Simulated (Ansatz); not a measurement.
C$_{3}$H$_{7}$BO$_{2}$, SMILES `B/C=C(/O)OC`. Total charge 0; spin multiplicity 1. The structure was optimised at the PBE0-D4/def2-TZVP level. It is one conformer, not always the lowest.

```xyz
13

B     0.455   -2.028   -1.241
C    -0.270   -1.582   -0.004
C    -0.410   -0.283    0.360
O    -0.959    0.043    1.537
O    -0.032    0.725   -0.429
C     0.329    1.963    0.154
H     0.978   -1.238   -1.974
H     0.527   -3.196   -1.504
H    -0.726   -2.278    0.693
H    -1.185    0.979    1.569
H     0.809    2.534   -0.637
H    -0.546    2.532    0.493
H     1.030    1.827    0.982
```

Task: What is the dipole moment at r2SCAN/def2-TZVPP? (An estimate is asked.)

Result: Ansatz gave: 5.41 D, with components (-0.64, 4.90, 2.19) D in this frame, pointing from negative to positive charge.

Task: And with PBE, B3LYP, ωB97M-V? (An estimate is asked.)

Result: Ansatz gave: PBE 5.43 D, B3LYP 5.29 D, ωB97M-V 5.28 D.

Task: Give the Mulliken charges with r2SCAN, ωB97M-V, B3LYP in def2-TZVPP. (An estimate is asked.)

Result: Computed: 
| atom | r2SCAN | ωB97M-V | B3LYP |
| --- | --- | --- | --- |
| B1 | -0.07 | -0.21 | -0.14 |
| C2 | -0.32 | -0.28 | -0.28 |
| C3 | 0.44 | 0.41 | 0.41 |
| O4 | -0.27 | -0.25 | -0.26 |
| O5 | -0.24 | -0.23 | -0.24 |
| C6 | -0.04 | -0.23 | -0.17 |
| H7 | -0.02 | 0.05 | 0.01 |
| H8 | -0.02 | 0.05 | 0.01 |
| H9 | 0.09 | 0.10 | 0.10 |
| H10 | 0.21 | 0.19 | 0.20 |
| H11 | 0.08 | 0.14 | 0.14 |
| H12 | 0.05 | 0.10 | 0.09 |
| H13 | 0.10 | 0.16 | 0.13 |

B3LYP here is the variant with VWN-RPA as its local correlation; programs differ in this.
